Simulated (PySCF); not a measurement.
**Ionisation energy of Se by level of theory**

Se [Ar] 3d10 4s2 4p4 (3P) → Se⁺ [Ar] 3d10 4s2 4p3 (4S), as a difference of total energies. All numbers are calculated (PySCF 2.14, the non-relativistic Hamiltonian (point nucleus), in def2-TZVP (6s5p4d1f, 48 functions)). Correlated levels: valence: [Ar] 3d10 frozen. The calculations carry no spin-orbit coupling.

Question: Order these methods by the ionisation energy they give, lowest first.
A. CCSD (valence)
B. SCS-MP2 (valence)
C. MN15
D. PBE0

Answer: B (9.313 eV), A (9.362 eV), C (9.553 eV), D (9.665 eV).

These non-relativistic numbers lack the scalar-relativistic shift.

Errors of the correlated levels include the incompleteness of this basis and the frozen core.

For comparison: 9.635 eV (measured; NIST levels, between the centres of gravity of the two terms).
